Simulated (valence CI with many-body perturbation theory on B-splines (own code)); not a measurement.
Values are calculated unless marked as measured or tabulated.
## Energy levels of Hg LXVI

Method: configuration interaction combined with many-body perturbation theory (CI+MBPT): five valence electrons over a frozen Dirac-Fock core [Ne], radial functions for each j: 9 s, 9 p, 8 d, 6 f, 3 g, 1 h, with the one-electron correlation potential Σ1 (screened to all orders), the two-electron term Σ2, the three-electron term Σ3, Breit, model QED; selected single and double excitations, second order for the rest, scaled by the run's own slope (own B-spline code, finite nucleus).

The last digits are not significant, and no measured levels were compared; by estimate large intervals hold to a few tenths of a per cent, small ones and those within an open d or f shell to about a per cent. Among the levels kept, up to 1200 cm⁻¹ of a level comes from second order outside the variational space, and about a tenth of that is noise between levels of different J, which matters for small intervals.

Levels 1 to 33 of 33, with energies above the lowest level, (3s^2 3p1/2^2 3p3/2) J=3/2. "Leading %" is the weight of the configuration and term that name the level; weights of strongly mixed levels are sums over their largest components and can fall short, so below about 35 % the name and the second component can differ from the true leading terms, or belong to a minority configuration. In the jj column 3d3/2^4 stands for four electrons in 3d with j = 3/2.

```tsv
No.	Configuration	Term	J	E (× 10³ cm⁻¹)	Leading %	Second component	Leading jj
1	3s2 3p3	2P°	3/2	0.00	48	27 % 3s2 3p3 2D°	3s^2 3p1/2^2 3p3/2 (100 %)
2	3s2 3p2 3d	2D	3/2	2048.6	42	33 % 3s2 3p2 3d 4F	3s^2 3p1/2^2 3d3/2 (100 %)
3	3s2 3p2 3d	2D	5/2	3112.1	34	19 % 3s2 3p2 3d 4D	3s^2 3p1/2^2 3d5/2 (99 %)
4	3s2 3p3	4S°	3/2	4051.9	55	44 % 3s2 3p3 2D°	3s^2 3p1/2 3p3/2^2 (99 %)
5	3s2 3p3	2D°	5/2	4154.9	99		3s^2 3p1/2 3p3/2^2 (99 %)
6	3s2 3p3	2P°	1/2	4292.6	99		3s^2 3p1/2 3p3/2^2 (99 %)
7	3s 3p4	4P	5/2	5649.7	65	28 % 3s 3p4 2D	3s 3p1/2^2 3p3/2^2 (93 %)
8	3s 3p4	2P	3/2	5903.9	32	22 % 3s 3p4 2D	3s 3p1/2^2 3p3/2^2 (64 %)
9	3s 3p4	2S	1/2	5931.1	54	22 % 3s 3p4 4P	3s 3p1/2^2 3p3/2^2 (83 %)
10	3s2 3p2 3d	4F	5/2	6074.4	47	44 % 3s2 3p2 3d 2F	3s^2 3p1/2 3p3/2 3d3/2 (99 %)
11	3s2 3p2 3d	4D	1/2	6105.7	79	14 % 3s2 3p2 3d 2P	3s^2 3p1/2 3p3/2 3d3/2 (98 %)
12	3s2 3p2 3d	4F	3/2	6110.9	31	28 % 3s2 3p2 3d 4D	3s^2 3p1/2 3p3/2 3d3/2 (90 %)
13	3s2 3p2 3d	2G	7/2	6183.0	54	25 % 3s2 3p2 3d 2F	3s^2 3p1/2 3p3/2 3d3/2 (99 %)
14	3s2 3p2 3d	2D	5/2	6451.8	37	25 % 3s2 3p2 3d 2F	3s^2 3p1/2 3p3/2 3d3/2 (95 %)
15	3s2 3p2 3d	2P	1/2	6551.1	38	29 % 3s2 3p2 3d 4P	3s^2 3p1/2 3p3/2 3d3/2 (86 %)
16	3s2 3p2 3d	2D	3/2	6564.1	26	21 % 3s2 3p2 3d 4P	3s^2 3p1/2 3p3/2 3d3/2 (74 %)
17	3s2 3p2 3d	4D	7/2	7018.5	48	37 % 3s2 3p2 3d 4F	3s^2 3p1/2 3p3/2 3d5/2 (100 %)
18	3s2 3p2 3d	2G	9/2	7132.1	64	36 % 3s2 3p2 3d 4F	3s^2 3p1/2 3p3/2 3d5/2 (100 %)
19	3s2 3p2 3d	2P	3/2	7136.3	46	23 % 3s2 3p2 3d 4P	3s^2 3p1/2 3p3/2 3d5/2 (98 %)
20	3s2 3p2 3d	2F	5/2	7166.6	39	24 % 3s2 3p2 3d 2D	3s^2 3p1/2 3p3/2 3d5/2 (98 %)
21	3s2 3p2 3d	2D	5/2	7333.0	41	37 % 3s2 3p2 3d 4P	3s^2 3p1/2 3p3/2 3d5/2 (96 %)
22	3s2 3p2 3d	2F	7/2	7352.2	65	17 % 3s2 3p2 3d 4F	3s^2 3p1/2 3p3/2 3d5/2 (98 %)
23	3s2 3p2 3d	2D	3/2	7429.8	60	23 % 3s2 3p2 3d 2P	3s^2 3p1/2 3p3/2 3d5/2 (98 %)
24	3s2 3p2 3d	2P	1/2	7462.2	55	37 % 3s2 3p2 3d 2S	3s^2 3p1/2 3p3/2 3d5/2 (97 %)
25	3s 3p3 3d	4D°	5/2	7663.9	29	18 % 3s 3p3 3d 6D°	3s 3p1/2^2 3p3/2 3d3/2 (96 %)
26	3s 3p3 3d	4D°	3/2	7682.1	28	21 % 3s 3p3 3d 6D°	3s 3p1/2^2 3p3/2 3d3/2 (96 %)
27	3s 3p3 3d	4P°	1/2	7704.2	46	27 % 3s 3p3 3d 6D°	3s 3p1/2^2 3p3/2 3d3/2 (97 %)
28	3s 3p3 3d	2F°	7/2	7762.1	24	22 % 3s 3p3 3d 4F°	3s 3p1/2^2 3p3/2 3d3/2 (96 %)
29	3s 3p3 3d	2D°	3/2	7920.1	29	11 % 3s 3p3 3d 4D°	3s 3p1/2^2 3p3/2 3d3/2 (83 %)
30	3s 3p3 3d	2F°	5/2	8006.9	20	18 % 3s 3p3 3d 4G°	3s 3p1/2^2 3p3/2 3d3/2 (72 %)
31	3s 3p3 3d	4D°	1/2	8052.4	41	26 % 3s 3p3 3d 2P°	3s 3p1/2^2 3p3/2 3d3/2 (86 %)
32	3s2 3p 3d2	4G°	5/2	8259.7	38	26 % 3s2 3p 3d2 2F°	3s^2 3p1/2 3d3/2^2 (72 %)
33	3s2 3p3	2P°	3/2	8362.8	50	28 % 3s2 3p3 2D°	3s^2 3p3/2^3 (98 %)
```

The ionisation energy to 3s2 3p2 3P_0 of the next ion comes out as 7348.5 eV (NIST: 7350 ± 30 eV (theoretical)). All 33 levels together are meant to be complete up to 8374.5 × 10³ cm⁻¹.
